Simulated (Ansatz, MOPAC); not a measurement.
Noncovalent pair: GeH3I (SMILES [GeH3][I]) (first 5 atoms) with CH4 (SMILES C); geometry from B3LYP-D3(BJ)/def2-TZVP.
(charge 0, multiplicity 1):
```
atom    x (Å)    y (Å)    z (Å)
----  -------  -------  -------
Ge    -0.9660   1.1365   0.7584
I      0.2171  -0.9970   0.0510
H      0.0675   2.0284   1.4540
H     -1.5092   1.7979  -0.5139
H     -2.0998   0.7416   1.7102
C      0.0923  -0.0298   4.2817
H      0.4723  -0.6188   3.4484
H      0.4713  -0.4379   5.2176
H      0.4216   1.0035   4.1788
H     -0.9964  -0.0664   4.2858
```

Interaction energies are E(AB) − E(A) − E(B) at the monomers' geometry in the complex; basis-set methods are counterpoise corrected.

Cores are frozen in the correlated methods. Filled d and f shells under p-block atoms count as core. The state reached by PM3 isn't checked.

Codes used: Ansatz (a quantum-chemistry and plane-wave program); MOPAC for PM3 (differences of heats of formation). Each number belongs to the level named beside it. In def2 rows elements past Kr take small-core potentials, without spin–orbit coupling.

Problem. What is the computed interaction energy (PBE0/def2-TZVPPD)?

Solution. -0.1 kcal/mol

Problem. What is the computed interaction energy (MP2/def2-SVPD)?

Solution. -0.7 kcal/mol

Problem. Predict the interaction energy from PM3.

Solution. 1.7 kcal/mol
